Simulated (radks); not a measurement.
Excited configurations of neutral phosphorus: one electron is placed in a higher orbital outside [Ne] 3s2 3p2. The ground configuration is [Ne] 3s2 3p3. Method: Dirac Kohn-Sham, BLYP, spin-unpolarised, spherical densities, finite nucleus; open shells fill j = l - 1/2 first; Fermi nuclear charge, rms radius 3.1889 fm; computed with a radial shooting solver on a logarithmic mesh with Libxc functionals. Excitation = E - E(ground); binding = E(ion) - E, where the ion is the core of charge +1; n* = 1/sqrt(2 binding) in atomic units, and the quantum defect is n - n*.

\begin{tabular}{lrrrrrr}
outer orbital & excitation (eV) & binding (eV) & n* & quantum defect & eigenvalue (eV) & <r> (bohr) \\ \hline
4s1/2 & 6.105 & 3.437 & 1.990 & 2.010 & -1.792 & 6.156 \\
4d3/2 & 8.300 & 1.242 & 3.310 & 0.690 & -0.580 & 14.02 \\
5s1/2 & 7.860 & 1.682 & 2.844 & 2.156 & -0.947 & 12.68 \\
6s1/2 & 8.522 & 1.020 & 3.653 & 2.347 & -0.607 & 21.57 \\
6p1/2 & 8.690 & 0.852 & 3.997 & 2.003 & -0.501 & 25.45 \\
6d3/2 & 8.942 & 0.599 & 4.764 & 1.236 & -0.373 & 38.13 \\
7f5/2 & 9.147 & 0.394 & 5.873 & 1.127 & -0.264 & 63.85 \\
\end{tabular}

The Delta-SCF ionisation energy is 9.542 eV (NIST Atomic Spectra Database: 10.487 eV, measured). Self-interaction in the functional shifts the binding energies and quantum defects, so they are the method's values and not measured ones. Spin polarisation and multiplet splitting are left out, so open shells lie too high by an amount that depends on their filling.

Beside tabulated values, note that spin-unpolarised runs miss the spin-polarisation part of the exchange energy of open shells.
